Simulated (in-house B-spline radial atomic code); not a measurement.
A calculation on Se³⁺: its settings, and results tabulated from the run. Method: non-relativistic LC-wPBE, spin-polarised, spherical fractional occupations, point nucleus. Calculated with a B-spline radial code for spherical atoms.

In the input, 3d5,1 would mean five up and one down electron.

Command:
```bash
python run_scf.py task.json out
```
Settings:
```
Z                34
configuration    1s2 2s2 2p6 3s2 3p6 3d10 4s2 4p1,0
hamiltonian      nr
method           lc_wpbe
spin_polarised   True
```

Output (hartree, bohr):
```
 radial grid: 50 intervals, B-splines of order 8, outer radius 28.1081 bohr

 iter        energy (Eh)    residual
    1       -2396.910998    4.33e-01
    2       -2397.573642    2.68e-01
    3       -2398.794919    1.64e-02
    4       -2398.799805    5.81e-03
    5       -2398.799983    5.92e-04
    6       -2398.799985    2.51e-04
    7       -2398.799986    4.88e-05
    8       -2398.799986    2.83e-06
    9       -2398.799986    4.48e-07
   10       -2398.799986    4.39e-08

 total energy                     -2398.79999
 kinetic                            2397.4099
 electron-nucleus                  -5695.9579
 Hartree                             985.3699
 exact exchange                       -6.6620
 exchange-correlation                -78.9598

 orbital      occ     eigenvalue          <r>       <r^2>       <1/r>     <1/r^2>     <1/r^3>       r_max
 1s up      1.000      -453.6702    0.0449881  0.00271061     33.5034     2256.63           -     0.02971
 1s down    1.000      -453.6677    0.0449879  0.00271059     33.5036     2256.64           -     0.02971
 2s up      1.000       -58.9729     0.199941   0.0470644     7.40649     223.952           -      0.1681
 2s down    1.000       -58.9718     0.199939   0.0470633     7.40645     223.947           -      0.1681
 2p up      3.000       -53.1077     0.172767   0.0364794     7.38121       74.27     1149.26      0.1333
 2p down    3.000       -53.1054     0.172769   0.0364797      7.3811     74.2675     1149.21      0.1333
 3s up      1.000        -9.1487      0.58457    0.393164     2.42701     36.2094           -      0.5117
 3s down    1.000        -9.1449     0.584435    0.392909     2.42722     36.2111           -      0.5117
 3p up      3.000        -7.1296     0.593984    0.413636     2.31056     11.5893     161.336      0.5045
 3p down    3.000        -7.1253     0.593834     0.41334     2.31078     11.5903     161.346      0.5046
 3d up      5.000        -3.5505     0.624626    0.485644     2.04184     5.47445     20.0569      0.4523
 3d down    5.000        -3.5447     0.623016    0.482367     2.04474     5.48609     20.1063      0.4522
 4s up      1.000        -1.9873      1.66814     3.14413    0.790063     4.69573           -       1.477
 4s down    1.000        -1.9229      1.65964     3.11672    0.796621     4.80257           -       1.465
 4p up      1.000        -1.3129        1.907     4.13896      0.6835     1.34865      15.995       1.662
```

Time taken, with all properties: 0.46 s on 1 thread of Arm Neoverse V2 (shared host).

Caution: exact exchange at fractional occupations of open shells leaves self-interaction of up to several eV.
